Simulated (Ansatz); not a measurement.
These are Ansatz (a quantum-chemistry and plane-wave program) with PBE0-D4/def2-TZVP values and carry that method's errors. No frequencies were computed at this level.

Ansatz 0.2 input:
```yaml
crystal:
  periodic: [false, false, false]
  atoms:
    - { symbol: O, position_ang: [1.147533, -0.835741, 0.054801] }
    - { symbol: Ga, position_ang: [-0.087951, 0.404043, -0.020706] }
    - { symbol: O, position_ang: [-1.717955, -0.203811, -0.011921] }
    - { symbol: Cl, position_ang: [0.378377, 2.42242, -0.112636] }
    - { symbol: H, position_ang: [2.080445, -0.628106, 0.06103] }
    - { symbol: H, position_ang: [-1.800448, -1.158804, 0.029432] }
basis:
  gaussian: { orbitals: def2-tzvp }
hamiltonian:
  xc: pbe0
  dispersion: d4
relax:
  max_steps: 150
```

Output:

```
Functional definition: PBE0
1071 factors; their error is unknown
mean field evaluation 1: about -69006.8645 eV, gradient 8.1e1 eV
mean field evaluation 2: about -68978.6401 eV, gradient 1.5e2 eV
mean field evaluation 4: about -69017.0661 eV, gradient 5.6e0 eV
mean field evaluation 8: about -69017.1240 eV, gradient 1.7e-1 eV
mean field evaluation 16: about -69017.3553 eV, gradient 4.4e-5 eV
mean field -69017.35531705 eV, -2536.3410262580 hartree, gradient 4.4e-5 eV, S^2 0.000000; 0 other end points of the search recorded, 0 dependent functions left out
reference -69017.35534390 eV, -2536.3410272445 hartree; 33, 33 occupied and 126, 126 virtual orbitals, 1071 factors
relax step   1: F+E_penalty+E_count = -69017.45981391 eV  Δ(F+E_penalty+E_count) = +0.000e0 eV  max|allowed force component| = 8.498e-1 eV/Å  Δτ_max = 0.0000 Å  (27 SCF iters, accepted)
these checks for a lower state are left out or cut short: starts, cluster_reference, orbital_swaps, neighbouring_geometries, increment
1071 factors; their error is unknown
mean field -69017.39991386 eV, -2536.3426651604 hartree, gradient 1.5e-5 eV, S^2 0.000000; 0 other end points of the search recorded, 0 dependent functions left out
reference -69017.39994074 eV, -2536.3426661485 hartree; 33, 33 occupied and 126, 126 virtual orbitals, 1071 factors
relax step   2: F+E_penalty+E_count = -69017.50350864 eV  Δ(F+E_penalty+E_count) = -4.369e-2 eV  max|allowed force component| = 4.326e-1 eV/Å  Δτ_max = 0.0347 Å  (32 SCF iters, accepted)
these checks for a lower state are left out or cut short: starts, cluster_reference, orbital_swaps, neighbouring_geometries, increment
1071 factors; their error is unknown
mean field -69017.41590322 eV, -2536.3432527586 hartree, gradient 1.5e-5 eV, S^2 0.000000; 0 other end points of the search recorded, 0 dependent functions left out
reference -69017.41593013 eV, -2536.3432537476 hartree; 33, 33 occupied and 126, 126 virtual orbitals, 1071 factors
relax step   3: F+E_penalty+E_count = -69017.51923966 eV  Δ(F+E_penalty+E_count) = -1.573e-2 eV  max|allowed force component| = 1.279e-1 eV/Å  Δτ_max = 0.0375 Å  (32 SCF iters, accepted)
these checks for a lower state are left out or cut short: starts, cluster_reference, orbital_swaps, neighbouring_geometries, increment
1071 factors; their error is unknown
mean field evaluation 32: about -69017.1781 eV, gradient 2.0e0 eV
mean field -69017.41935430 eV, -2536.3433795834 hartree, gradient 1.5e-5 eV, S^2 0.000000; 0 other end points of the search recorded, 0 dependent functions left out
reference -69017.41938115 eV, -2536.3433805703 hartree; 33, 33 occupied and 126, 126 virtual orbitals, 1071 factors
relax step   4: F+E_penalty+E_count = -69017.52269518 eV  Δ(F+E_penalty+E_count) = -3.456e-3 eV  max|allowed force component| = 7.493e-2 eV/Å  Δτ_max = 0.0307 Å  (32 SCF iters, accepted)
these checks for a lower state are left out or cut short: starts, cluster_reference, orbital_swaps, neighbouring_geometries, increment
1071 factors; their error is unknown
mean field -69017.42147867 eV, -2536.3434576526 hartree, gradient 1.5e-5 eV, S^2 0.000000; 0 other end points of the search recorded, 0 dependent functions left out
reference -69017.42150554 eV, -2536.3434586401 hartree; 33, 33 occupied and 126, 126 virtual orbitals, 1071 factors
relax step   5: F+E_penalty+E_count = -69017.52498778 eV  Δ(F+E_penalty+E_count) = -2.293e-3 eV  max|allowed force component| = 5.639e-2 eV/Å  Δτ_max = 0.0324 Å  (32 SCF iters, accepted)
these checks for a lower state are left out or cut short: starts, cluster_reference, orbital_swaps, neighbouring_geometries, increment
1071 factors; their error is unknown
mean field -69017.42173776 eV, -2536.3434671738 hartree, gradient 1.5e-5 eV, S^2 0.000000; 0 other end points of the search recorded, 0 dependent functions left out
reference -69017.42176463 eV, -2536.3434681613 hartree; 33, 33 occupied and 126, 126 virtual orbitals, 1071 factors
relax step   6: F+E_penalty+E_count = -69017.52529805 eV  Δ(F+E_penalty+E_count) = -3.103e-4 eV  max|allowed force component| = 1.109e-2 eV/Å  Δτ_max = 0.0134 Å  (32 SCF iters, accepted)
these checks for a lower state are left out or cut short: starts, cluster_reference, orbital_swaps, neighbouring_geometries, increment
1071 factors; their error is unknown
mean field -69017.42174016 eV, -2536.3434672622 hartree, gradient 1.5e-5 eV, S^2 0.000000; 0 other end points of the search recorded, 0 dependent functions left out
reference -69017.42176703 eV, -2536.3434682497 hartree; 33, 33 occupied and 126, 126 virtual orbitals, 1071 factors
relax step   7: F+E_penalty+E_count = -69017.52530730 eV  Δ(F+E_penalty+E_count) = -9.248e-6 eV  max|allowed force component| = 6.831e-4 eV/Å  Δτ_max = 0.0012 Å  (34 SCF iters, accepted)
1071 factors; their error is unknown
mean field evaluation 64: about -69017.4217 eV, gradient 3.7e-3 eV
mean field -69017.42174016 eV, -2536.3434672622 hartree, gradient 1.5e-5 eV, S^2 0.000000; 1 other end points of the search recorded, 0 dependent functions left out
reference -69017.42176703 eV, -2536.3434682497 hartree; 33, 33 occupied and 126, 126 virtual orbitals, 1071 factors
Total energy: -69017.52533417 eV, -2536.3472742719 hartree
Atom 0 at     1.210309    -0.894765     0.060202 Å, force    -0.000244     0.000260    -0.000051 eV/Å
Atom 1 at    -0.070041     0.328336    -0.016891 Å, force     0.000683    -0.000078     0.000120 eV/Å
Atom 2 at    -1.762306    -0.175669    -0.016115 Å, force    -0.000232     0.000491    -0.000056 eV/Å
Atom 3 at     0.387761     2.397770    -0.110601 Å, force    -0.000047     0.000053    -0.000037 eV/Å
Atom 4 at     2.096505    -0.525402     0.054708 Å, force     0.000149    -0.000047     0.000003 eV/Å
Atom 5 at    -1.862226    -1.130269     0.028696 Å, force    -0.000308    -0.000680     0.000021 eV/Å
Dipole moment:     0.223121    -0.251665     0.015274 e Å
```

Cost: around 30 core-seconds (rough).
